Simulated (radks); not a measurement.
Problem. The mean radii <r> (bohr) of the occupied orbitals of an atom or ion are listed with their occupations. All-electron calculation, scalar-relativistic Kohn-Sham, LB94 model potential, spin-polarised, spherical densities, finite nucleus; Fermi nuclear charge, rms radius of each element as measured or else 0.836 A^(1/3) + 0.57 fm. Program: a radial shooting solver on a logarithmic mesh with Libxc functionals.

orbital  occ.      <r>
1s down     1  0.05606
1s up       1  0.05605
2s down     1   0.2544
2s up       1   0.2547
2p down     3   0.2238
2p up       3   0.2240
3s up       1   0.7619
3s down     1   0.7667
3p up       3   0.7920
3p down     3   0.7992
3d up       5   0.8680

Name the element and its charge. Open shells, if any, are filled with parallel spins first.

Solution. Z = 27, cobalt, charge +4: Co4+ in [Ar] 3d5. The 1s radius gives Z: for a bare nucleus <r> = (2 gamma + 1)/(2Z) with gamma = sqrt(1 - (Z/c)^2), 0.05483 bohr for Z = 27, and screening makes it slightly larger (0.05606 here). The occupations add up to 23, and the charge is Z minus that.
